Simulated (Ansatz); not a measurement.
Method: frozen-core CCSD(T)/def2-TZVPD // CAM-B3LYP-D3(BJ)/def2-TZVPD in Ansatz (a first-principles code).

Ansatz 0.2 input:
```yaml
crystal:
  periodic: [false, false, false]
  atoms:
    - { symbol: O, position_ang: [1.200916, -1.362101, -0.077319] }
    - { symbol: C, position_ang: [0.7272, -0.246304, -0.047845] }
    - { symbol: O, position_ang: [1.579377, 0.815372, -0.097486] }
    - { symbol: Si, position_ang: [-1.199702, 0.147895, 0.072125] }
    - { symbol: O, position_ang: [-1.632168, 1.635871, 0.068366] }
    - { symbol: H, position_ang: [2.46824, 0.426291, -0.150342] }
    - { symbol: H, position_ang: [-1.492787, -0.682581, 1.29665] }
    - { symbol: H, position_ang: [-1.651074, -0.734441, -1.064148] }
basis:
  gaussian: { orbitals: def2-TZVPD }
correlation:
  method: ccsd_t
total_charge: -1
```

Output:

```
Functional definition: HF
1476 factors; integrals over basis functions are off by at most 1.0e-3 eV
mean field evaluation 1: about -15051.4097 eV, gradient 4.8e1 eV
mean field evaluation 2: about -15051.5546 eV, gradient 4.9e1 eV
mean field evaluation 4: about -15056.7921 eV, gradient 5.0e0 eV
mean field evaluation 8: about -15056.8919 eV, gradient 6.7e-1 eV
mean field evaluation 16: about -15056.8939 eV, gradient 3.2e-6 eV
mean field -15056.89387848 eV, -553.3306441048 hartree, gradient 3.2e-6 eV, S^2 0.000000; 0 other end points of the search recorded, 0 dependent functions left out
9 core orbitals not correlated
reference -15056.89387848 eV, -553.3306441048 hartree; 15, 15 occupied and 203, 203 virtual orbitals, 1476 factors
second order -27.06033109 eV of doubles, -0.00000000 eV of singles
cycle   1  -26.45077779 eV  change    6.1e-1 eV  update   1.5e-1
cycle   2  -27.21454526 eV  change   -7.6e-1 eV  update   4.9e-2
cycle   3  -27.42460272 eV  change   -2.1e-1 eV  update   2.5e-2
cycle   4  -27.40166823 eV  change    2.3e-2 eV  update   7.2e-3
cycle   5  -27.39356724 eV  change    8.1e-3 eV  update   3.4e-3
cycle   6  -27.39596731 eV  change   -2.4e-3 eV  update   1.3e-3
cycle   7  -27.39594548 eV  change    2.2e-5 eV  update   5.3e-4
cycle   8  -27.39550505 eV  change    4.4e-4 eV  update   2.3e-4
cycle   9  -27.39546471 eV  change    4.0e-5 eV  update   1.1e-4
cycle  10  -27.39563335 eV  change   -1.7e-4 eV  update   5.2e-5
cycle  11  -27.39554745 eV  change    8.6e-5 eV  update   2.4e-5
cycle  12  -27.39554031 eV  change    7.1e-6 eV  update   8.4e-6
perturbative correction -1.19611815 eV, -0.0439565313 hartree
Total energy: -15085.48553693 eV, -554.3813681730 hartree
```

Cost: about 5 core-minutes (a rough figure).
